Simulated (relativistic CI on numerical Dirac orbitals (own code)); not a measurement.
Method of calculation: Dirac-Coulomb-Breit CI, separate exchange-only KLI orbitals for each configuration, a model potential for QED, unscaled Slater integrals (own radial code, finite nucleus).

CI space (outside the closed core 1s2): 2s²2p⁶, 2s²2p⁵3s, 2s²2p⁵3p, 2s²2p⁵3d, 2s2p⁶3s, 2s2p⁶3p, 2s2p⁶3d, 2s²2p⁵4s, 2s²2p⁵4p, 2s²2p⁵4d, 2s²2p⁵4f, 2s2p⁶4s, 2s2p⁶4p, 2s²2p⁴3s², 2s2p⁶4d, 2s2p⁶4f, 2s²2p⁵5s, 2s²2p⁵5p, 2s²2p⁵5d, 2s²2p⁴3s3p, 2s²2p⁵5f, 2s²2p⁵5g, 2s²2p⁴3p², 2s²2p⁴3s3d, 2s²2p⁴3p3d, 2s2p⁵3s², 2s2p⁵3s3p, 2s²2p⁴3d², 2s2p⁶5s, 2s2p⁶5p, 2s2p⁵3p², 2s2p⁶5d, 2s2p⁵3s3d, 2s2p⁶5f, 2s2p⁶5g, 2s2p⁵3p3d. Levels of other configurations are missing.

At this charge energies of transitions that change n are usually good to better than 1 %, and those within a shell (Δn = 0) to a few per cent.

Outline of the computed level scheme of Sr XXIX. Lowest level of each configuration: 2s²2p⁶ ¹S0 at 0.00 eV; 2s²2p⁵3s ³P°2 at 1876.66 eV; 2s²2p⁵3p ³S1 at 1932.35 eV; 2s²2p⁵3d ³P°0 at 2019.57 eV; 2s2p⁶3s ³S1 at 2145.60 eV; 2s2p⁶3p ³P°0 at 2202.92 eV; 2s2p⁶3d ³D1 at 2291.58 eV; 2s²2p⁵4s ³P°2 at 2548.39 eV; 2s²2p⁵4p ³S1 at 2571.51 eV.

Some strong electric-dipole decays among the lowest 45 levels: 2s²2p⁵3d ¹P°1 → 2s²2p⁶ ¹S0 (1.2e+14 s⁻¹); 2s²2p⁵3d ¹P°1 → 2s²2p⁶ ¹S0 (1.0e+14 s⁻¹); 2s2p⁶3p ¹P°1 → 2s²2p⁶ ¹S0 (2.2e+13 s⁻¹); 2s²2p⁵3s ¹P°1 → 2s²2p⁶ ¹S0 (7.1e+12 s⁻¹); 2s2p⁶3p ³P°1 → 2s²2p⁶ ¹S0 (7.0e+12 s⁻¹); 2s²2p⁵3s ³P°1 → 2s²2p⁶ ¹S0 (4.8e+12 s⁻¹); 2s²2p⁵4s ¹P°1 → 2s²2p⁶ ¹S0 (2.4e+12 s⁻¹); 2s²2p⁵4p ³S1 → 2s²2p⁵3s ³P°2 (2.1e+12 s⁻¹).

LS names give the leading component of a level, which can be under half, so a name can repeat, a term be missing and a line seem to break the LS rules.
